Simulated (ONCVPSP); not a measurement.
## Before and after: ONCV potential for tantalum

- Element: tantalum
- Generator: ONCVPSP 4.0.1
- Type: optimised norm-conserving Vanderbilt (ONCV)
- Functional: PBE
- Relativity: scalar-relativistic
- Frozen core: [Kr] 4d10 4f14
- Valence charge: 13
- Reference configuration: 5s2 5p6 5d3.5 6s1.5
- Partial waves: 5s+6s: rc 1.45 bohr, ncon 4, nbas 8, qcut 6.6 1/bohr, 3 projectors, debl 3 Ha; 5p: rc 1.95 bohr, ncon 3, nbas 8, qcut 6.8 1/bohr, 3 projectors, debl 3.1 Ha; 5d: rc 2.60 bohr, ncon 4, nbas 8, qcut 7.3 1/bohr, 2 projectors, debl 0.3 Ha
- Local potential: polynomial inside 1.30 bohr (lpopt 5, dvloc0 -1 Ha)
- Core correction: Teter function, fcfact 3.5, rcfact 1.7

Change: d: nproj 1.

Cutoffs: the cutoffs (Ha) at which the residual kinetic energy of the hardest occupied pseudo-wave falls to 1 and 0.1 mHa per electron; they do not see the model core or the augmentation charge, which bear on the density cutoff. Errors are all-electron minus pseudo energies relative to the spin-unpolarised reference configuration.

**Question.** What does the change do?

**Answer.** The potential gets neither clearly harder nor softer (21 Ha and 71 Ha → 21 Ha and 71 Ha); the errors of the 4 common tests hardly move; the range in which the d phases agree narrows (upper end at the end of the scan → 1.2); neither file shows a bound ghost.

```tsv
quantity	base	changed
cutoff, loose	21 Ha	21 Ha
cutoff, tight	71 Ha	71 Ha
bound ghosts	none	none
GHOST(+) flags under 300 eV	none	none
error for 5s2 5p6 5d3 6s2, meV [ΔE -0.99 eV]	-0.9	-0.9
error for 5s2 5p6 5d3 6s1, meV [ΔE 7.48 eV]	-3.0	-2.8
error for 5s2 5p6 5d3 6s0, meV [ΔE 22.45 eV]	-22	-21
error for 5s2 5p6 5d3 6s1 6p1, meV [ΔE 3.19 eV]	-2.2	-2.1
s: phases at 1.47 bohr within 0.05 rad from the reference energy up to (Ha; the scan ends near 5)	to the end of the scan	to the end of the scan
p: phases at 1.98 bohr within 0.05 rad from the reference energy up to (Ha; the scan ends near 5)	to the end of the scan	to the end of the scan
d: phases at 2.64 bohr within 0.05 rad from the reference energy up to (Ha; the scan ends near 5)	to the end of the scan	1.2
rms error of d²Exc/dni dnj with the model core, mHa	2.02	2.02
```
